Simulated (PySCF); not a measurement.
Si(OH) (HOSi), SMILES O[Si] (connectivity only; charge and spin as stated), neutral, multiplicity 2.

Coordinates come from a PBE-D3(BJ)/def2-TZVPD optimisation.

Two levels are set side by side: PBE/def2-TZVPD (PySCF) and CAM-B3LYP/def2-TZVPD (PySCF). Same geometry, gas phase. Differences are taken from unrounded values.

| quantity | CAM-B3LYP |
|---|---|
| α-spin orbital gap (eV) | 4.83 |
| β-spin orbital gap (eV) | 9.08 |
| dipole moment (D) | 1.38 |
| mean polarisability (bohr³) | 40.0 |

Task: What does PBE give, and how far is it from CAM-B3LYP? (Estimate from the structure and the level; the computed values follow.)

Result: 
| quantity | PBE | PBE minus CAM-B3LYP |
|---|---|---|
| α-spin orbital gap (eV) | 0.60 | -4.23 |
| β-spin orbital gap (eV) | 4.64 | -4.44 |
| dipole moment (D) | 1.41 | 0.03 |
| mean polarisability (bohr³) | 42.3 | 2.3 |

Loosely held outer electrons make PBE densities more polarisable. Differences between two approximate levels are no errors against the true value.

Rough cost on one machine, each run with all the roots and properties that it gave: CAM-B3LYP against PBE within a factor of 2.
